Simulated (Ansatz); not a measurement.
Calculated with Ansatz (gas phase, PBE0-D4/def2-TZVP geometries, no zero-point term in ΔE). CCSD(T)/CBS is the MP2 limit (def2-TZVPP, def2-QZVPP) plus CCSD(T) − MP2 in def2-TZVPP, frozen cores. Functionals use def2-TZVPP. HSE06 is defined as in plane-wave codes. For Ge outer-core shells are correlated without core-valence functions, which leaves a few kJ/mol of doubt a bond. Scalar relativity is left out up to krypton. Each species was taken in one conformer, which may not be the lowest.

Reaction (isomerisation): `[SiH3][SiH2][GeH2][GeH2][SiH2][GeH3]` → `[SiH3][GeH2][SiH2][GeH2][SiH2][GeH3]`

`[SiH3][SiH2][GeH2][GeH2][SiH2][GeH3]`:

Cartesian coordinates in Å:
```
Si -1.520 2.046 0.951
Si -1.342 0.042 2.143
Ge 0.741 -1.055 1.773
Ge 0.725 -2.290 -0.317
Si 0.025 -0.879 -2.098
Ge 1.369 1.085 -2.121
H -1.498 1.794 -0.514
H -0.384 2.942 1.297
H -2.794 2.735 1.292
H -1.491 0.343 3.595
H -2.447 -0.876 1.750
H 1.877 -0.015 1.737
H 1.034 -2.026 2.934
H -0.223 -3.496 -0.176
H 2.140 -2.830 -0.602
H 0.137 -1.579 -3.407
H -1.402 -0.513 -1.886
H 2.793 0.736 -2.587
H 0.793 2.158 -3.059
H 1.465 1.679 -0.705
```

`[SiH3][GeH2][SiH2][GeH2][SiH2][GeH3]`:

Cartesian coordinates in Å:
```
Si 0.334 -1.923 -1.921
Ge -1.239 -0.151 -2.156
Si -0.602 1.843 -1.017
Ge -1.143 1.699 1.297
Si -0.234 -0.297 2.219
Ge 2.087 -0.412 1.707
H 0.430 -2.360 -0.503
H 1.674 -1.470 -2.376
H -0.090 -3.085 -2.747
H -1.400 0.151 -3.660
H -2.614 -0.613 -1.634
H 0.864 2.049 -1.168
H -1.299 3.009 -1.628
H -0.571 2.919 2.046
H -2.674 1.715 1.464
H -0.426 -0.337 3.695
H -0.939 -1.466 1.625
H 2.845 0.679 2.482
H 2.686 -1.781 2.069
H 2.310 -0.167 0.204
```

Question: Is it downhill or uphill in electronic energy at CCSD(T)/CBS, and by how much? (Best estimate.)

Answer: Computed: Nearly level: ΔE = -1.1 kJ/mol.

Question: What do these levels give: B97M-V, HSE06-D4, revPBE, r2SCANh, HF/def2-SVP, SCS-MP2/def2-QZVPP? (Estimate.)

Answer: Ansatz gave: B97M-V -0.6, HSE06-D4 -0.1, revPBE 0.5, r2SCANh -0.6, HF/def2-SVP 0.7, SCS-MP2/def2-QZVPP -0.3 kJ/mol.

Largest T1 diagnostic among the species: 0.013.

Leaving LDA and LC-ωPBE aside and taking each functional with its dispersion term where it has one, the values, not all of them listed here, spread over 1.9 kJ/mol, from ωB97M-V to BHLYP-D4.
